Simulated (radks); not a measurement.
Question: Nb30+, 11 electrons, occupied as [Ne] 3s1 (the NIST ground configuration). Calculated with a radial shooting solver on a logarithmic mesh with Libxc functionals: non-relativistic Kohn-Sham, BLYP, spin-polarised, spherical densities, point nucleus; open shells are filled with parallel spins first (spin-orbit coupling, left out, can overturn this in heavy ions); relativity is left out, which matters for an element this heavy. Some entries of the table are withheld. Estimate them.

| orbital | occ. | eigenvalue (hartree) | <r> (bohr) |
|---|---|---|---|
| 1s up | 1 | -733.7025 | 0.03718 |
| 1s down | 1 | -733.6381 | 0.03718 |
| 2s up | 1 | -148.2921 | 0.1598 |
| 2s down | 1 | -148.2130 | 0.1598 |
| 2p up | 3 | -141.5193 | 0.1368 |
| 2p down | 3 | -141.4492 | 0.1367 |
| 3s up | 1 | -59.86391 | (1) |
| 3s down | 0 | -59.41909 | (2) |
| 3p up | 0 | -57.56686 | 0.3681 |
| 3p down | 0 | -57.14697 | 0.3683 |
| 3d up | 0 | (3) | 0.3230 |
| 3d down | 0 | (4) | 0.3222 |
| 4s up | 0 | -32.07787 | 0.7082 |

Answer: 
(1) 3s up <r> (bohr): 0.3847
(2) 3s down <r> (bohr): 0.3853
(3) 3d up eigenvalue (hartree): -54.24392
(4) 3d down eigenvalue (hartree): -53.91674
